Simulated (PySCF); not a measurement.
The numbers are results of TPSSh-D3(BJ)/def2-TZVP // CAM-B3LYP-D3(BJ)/def2-TZVP run with PySCF 2.14.0, not measurements. All species are isolated molecules in the gas phase. Delta-SCF ions had no search for a lower state. Excitations are Tamm–Dancoff values on a coarser integration grid. The basis has no diffuse functions, so Rydberg states are missing or too high.

Reference species (SMILES): `B=BN` (neutral, multiplicity 1).

```
Property                                 Result
--------------------------------------  -------
S1 excitation (TDA)                     0.59 eV
vertical ionisation energy (Delta-SCF)  7.09 eV
```

Changed species: `B=NB`.

**Question.** Predict the effect on the S1 excitation (TDA) and vertical ionisation energy (Delta-SCF).

**Answer.** the S1 excitation (TDA) rises by 3.85 eV, to 4.44 eV; the vertical ionisation energy (Delta-SCF) rises by 3.01 eV, to 10.10 eV.
